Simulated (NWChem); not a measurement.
Species: HfH$_{2}$F$_{2}$; SMILES [F][HfH2][F]

```xyz
5

Hf     0.0000     0.0000    -0.1751
F      1.6017     0.0000     0.8401
F     -1.6017     0.0000     0.8401
H      0.0000    -1.4915    -1.2578
H      0.0000     1.4915    -1.2578
```
Atoms are numbered in this order, from 1.

All runs use the structure optimised with PBE0/def2-SVP. def2 effective core potentials on Hf; no spin-orbit coupling.

Symmetry labels are those of C2v in the frame above (b1 and b2, or b-type labels, depend on it).

### Question
List the 6 lowest vertical singlet excitations from CAM-B3LYP/def2-SVP with def2 effective core potentials on Hf, TDA (NWChem).

### Answer
| state | energy (eV) | oscillator strength | symmetry | leading excitation (squared amplitude) |
|---|---|---|---|---|
| S1 | 4.80 | 0.000 | b2 | HOMO → LUMO (0.97) |
| S2 | 5.82 | 0.016 | b1 | HOMO → LUMO+1 (0.99) |
| S3 | 6.13 | 0.052 | a1 | HOMO−1 → LUMO (0.89) |
| S4 | 6.54 | 0.000 | a2 | HOMO → LUMO+3 (0.92) |
| S5 | 6.60 | 0.000 | a2 | HOMO−1 → LUMO+1 (0.98) |
| S6 | 7.02 | 0.019 | a1 | HOMO → LUMO+2 (0.80) |
